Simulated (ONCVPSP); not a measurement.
**Cutoff test, zinc, ONCV**

* Element: Zn
* Generator: ONCVPSP 4.0.1
* Type: optimised norm-conserving Vanderbilt (ONCV)
* Functional: PBEsol
* Relativity: scalar-relativistic
* Frozen core: [Ne]
* Valence charge: 20
* Reference configuration: 3s2 3p6 3d10 4s2
* Partial waves: 3s+4s: rc 1.35 bohr, ncon 4, nbas 7, qcut 9.9 1/bohr, 3 projectors, debl 2.2 Ha; 3p: rc 0.80 bohr, ncon 4, nbas 7, qcut 16.6 1/bohr, 2 projectors, debl 2.3 Ha; 3d: rc 1.45 bohr, ncon 4, nbas 8, qcut 9.1 1/bohr, 2 projectors, debl 0.6 Ha
* Local potential: polynomial inside 0.65 bohr (lpopt 5, dvloc0 -1 Ha)
* Core correction: Teter function, fcfact 6, rcfact 1.75

In the p channel the program set the typed energies aside and used -3.060, 0.250 Ha.

Task: For each optimised wave give the share of its norm inside rc, the residual kinetic energy above qcut (Ha) and the cutoffs (Ha) for errors of 10, 1, 0.1 and 0.01 mHa per electron.

Result:

```csv
wave,norm inside rc,residual KE,10 mHa,1 mHa,0.1 mHa,0.01 mHa
3s,0.983,1.3e-07,14.1,18.0,29.7,38.1
4s,0.070,7.5e-07,10.1,14.8,33.5,41.5
s projector 3,0.123,4.3e-06,11.8,29.5,39.7,46.8
3p,0.669,1.5e-06,38.8,88.1,109.9,125.3
p projector 2,0.035,2.1e-07,27.9,39.9,90.2,112.4
3d,0.864,6.8e-04,34.6,40.2,103.7,142.2
d projector 2,0.022,5.4e-05,25.8,33.8,39.8,57.8
```

The occupied waves need 88 Ha and 110 Ha for 1 and 0.1 mHa. Its largest configuration-test error is -354 meV.
